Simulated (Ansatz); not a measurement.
`N[Si]1(F)CO1` + HI → `N[Si]1(I)CO1` + H–F at 500 K and 1 bar (ligand exchange at the Si–F bond).

Gas-phase electronic energies from Ansatz, PBE0-D4/def2-TZVP geometries. CCSD(T)/CBS is the MP2 limit (def2-TZVPP, def2-QZVPP) plus CCSD(T) − MP2 in def2-TZVPP, frozen cores. This one scheme is used for every species. def2 core potentials past Kr. For I outer-core shells are correlated without core-valence functions, which leaves a few kJ/mol of doubt a bond. One conformer a species, not always the lowest.

```tsv
species	CCSD(T)/CBS energy (Eh)	H − E (kJ/mol)	S (J/(mol·K))
`N[Si]1(F)CO1`	-559.29942	200.2	380.2
HI	-298.03592	28.6	221.6
`N[Si]1(I)CO1`	-756.91964	197.5	418.7
H–F	-100.39570	39.4	188.7
```

H − E and S are ideal-gas, rigid-rotor, harmonic terms from PBE0-D4/def2-TZVP, for one conformer and one mirror image of each species. 1 Eh = 2625.50 kJ/mol, R = 8.31446 J/(mol·K).

Question: By hand: ΔE, ΔH, ΔS and ΔG.

Answer: ΔE = (-756.91964) + (-100.39570) − (-559.29942) − (-298.03592) = 0.02000 Eh = 52.5 kJ/mol. Δ(H − E) = 197.5 + 39.4 − 200.2 − 28.6 = 8.1, so ΔH = 60.6 kJ/mol. ΔS = 418.7 + 188.7 − 380.2 − 221.6 = 5.6 J/(mol·K). ΔG = 60.6 − 500 × (5.6)/1000 = 57.8 kJ/mol.

Question: By hand: the equilibrium constant, and the temperature at which ΔG would vanish if ΔH and ΔS stayed fixed.

Answer: log₁₀ K = −ΔG/(RT ln 10) = -6.0. ΔG = 0 at ΔH/ΔS = 10821 K, far beyond where these terms or the molecules hold.

The number of gas molecules stays the same, so ΔS is small and ΔH decides. A doubt of 5 kJ/mol in ΔE shifts log₁₀ K by 0.5 here. Other conformers and mirror images would add mixing entropy, several J/(mol·K) or more a flexible species. These are equilibria of isolated gas molecules and say nothing of rates. Largest T1 diagnostic: 0.012 (customary marks: 0.02 for closed shells, 0.045 for open ones).
